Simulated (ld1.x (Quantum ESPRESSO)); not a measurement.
**selenium: one change to an ultrasoft potential, before and after**

ld1.x (Quantum ESPRESSO) 7.5 input, shortened:

```
&input
   title='Se', zed=34., rel=1, dft='PBE', iswitch=3,
   config='[Ar] 3d10 4s1.5 4p4.5 4d-2'
 /
 &inputp
   pseudotype=3, tm=.true., lloc=-1, rcloc=1.65,
   nlcc=.false.,
   which_augfun='PSQ', rmatch_augfun_nc=.true.
 /
5
4S  1  0   1.50   0.00  1.30  1.70  0.0
4S  1  0   0.00  -0.65  1.30  1.70  0.0
4P  2  1   4.50   0.00  1.35  1.80  0.0
4P  2  1   0.00   1.85  1.35  1.80  0.0
4D  3  2  -2.00   0.40  1.50  1.75  0.0
 &test
   configts(1)='4s1.5 4p4.5'
 /
```

Change: core correction a·sin(br)/r model core inside 1.22 bohr.

Cutoffs: the cutoffs (Ry, on a coarse ladder) from which the occupation-weighted sum of valence levels, in a spherical-Bessel basis at the reference potential, stays within 10 and 1 mRy of its value at 400 Ry; they do not see the model core or the augmentation charge, which bear on the density cutoff. Errors are all-electron minus pseudo energies relative to the spin-unpolarised reference configuration.

Problem. What does the change do?

Solution. The potential gets neither clearly harder nor softer (15 Ry and 25 Ry → 15 Ry and 25 Ry); of the 7 tests that both files solve, the error grows in 2 and shrinks in 4 by more than 15 % and 0.3 meV (median size 2.4 → 1.7 meV); neither file shows a bound ghost. A model core, the more so a compact one, raises the density cutoff, which this test does not measure.

| quantity | base | changed |
| --- | --- | --- |
| cutoff, loose | 15 Ry | 15 Ry |
| cutoff, tight | 25 Ry | 25 Ry |
| bound ghosts | none | none |
| error for 4s2 4p4, meV [ΔE -5.41 eV] | +2.4 | -0.9 |
| error for 4s2 4p3, meV [ΔE 5.43 eV] | -0.7 | -1.6 |
| error for 4s2 4p2, meV [ΔE 25.78 eV] | -21 | -14 |
| error for 4s1 4p5, meV [ΔE 5.47 eV] | +1.8 | -1.7 |
| error for 4s1 4p4, meV [ΔE 16.97 eV] | -4.7 | -9.0 |
| error for 4s0 4p6, meV [ΔE 16.55 eV] | +21 | -13 |
| error for 4s2 4p3.5, meV [ΔE -1.10 eV] | +2.1 | -0.7 |
| s: phases at 1.95 bohr within 0.05 rad from the reference energy up to (Ry; the scan ends near 5) | to the end of the scan | to the end of the scan |
| p: phases at 1.95 bohr within 0.05 rad from the reference energy up to (Ry; the scan ends near 5) | to the end of the scan | to the end of the scan |
| d: phases at 1.95 bohr within 0.05 rad from the reference energy up to (Ry; the scan ends near 5) | 1.5 | 1.5 |
| lowest overlap eigenvalue by channel | s 0.38, p 0.62, d 1.00 | s 0.38, p 0.62, d 1.00 |
